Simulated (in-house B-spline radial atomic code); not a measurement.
# RPA and G0W0 on B3LYP (VWN-RPA): Xe⁸⁺

Configuration [Kr] 4d10, mean-field start B3LYP (VWN-RPA). Computed with an all-electron radial atomic-structure program (B-spline basis): all electrons, scalar-relativistic (spin-free one-electron X2C), finite nucleus, each spin shell either full or empty, empty states to l = 9 with an (l + 1/2)⁻⁴ tail; G0W0 by contour deformation at full frequency.

Command:
```bash
python run_gw.py task.json out
```
Settings (radii: box in bohr, nucleus in fm):
```
Z                        54
electrons                46
configuration            [Kr] 4d10
hamiltonian              x2c
method                   b3lyp
lmax                     9
rms_radius               4.7859
spin_polarised           False
box_radius               7.7
intervals                66
```

Cost of the run: 4.2 s on 1 thread of Arm Neoverse N1, with other jobs on the host.

Energies (hartree):

| term | value |
| --- | --- |
| mean-field total | -7430.95125 |
| Hartree-Fock functional on these orbitals | -7428.26828 |
| direct second order | -4.073 |
| second-order exchange | 1.1283 |
| SOSEX correction | 1.0687 |

(1) What is the RPA correlation energy, and what remains with SOSEX?

Quasi-particle levels (eV):

```json
{"level": "4d", "occupied": "yes", "mean field": "-170.64", "Σx - vxc": "-10.10", "Σc": "?", "QP weight": "?", "G0W0": "?"}
{"level": "3d", "occupied": "yes", "mean field": "-774.78", "Σx - vxc": "-37.05", "Σc": "14.29", "QP weight": "0.859", "G0W0": "-797.54"}
{"level": "5s", "occupied": "no", "mean field": "-112.52", "Σx - vxc": "8.49", "Σc": "-2.30", "QP weight": "0.986", "G0W0": "-106.32"}
```

G0W0 = mean field + (Σx - vxc) + Σc, with Σc (partial-wave tail included) taken at the quasi-particle energy. Only the outer levels were computed. Levels of low weight are left out.

(2) Where does G0W0 put 4d?

Results:

(1) RPA gives -3.6773 hartree (-2.18 eV per electron); RPA + SOSEX gives -2.6086, and the second-order doubles -2.9447 hartree (no singles). SOSEX takes back 29 % of the RPA value.

(2) At -180.74 eV, with Σc = 0.00 eV and a quasi-particle weight of 0.971. The tabulated removal energy is 179.84 ± 0.12 eV (NIST, measured); the calculation leaves out spin-orbit coupling, Breit and QED terms, and what these don't explain is the method's own error.
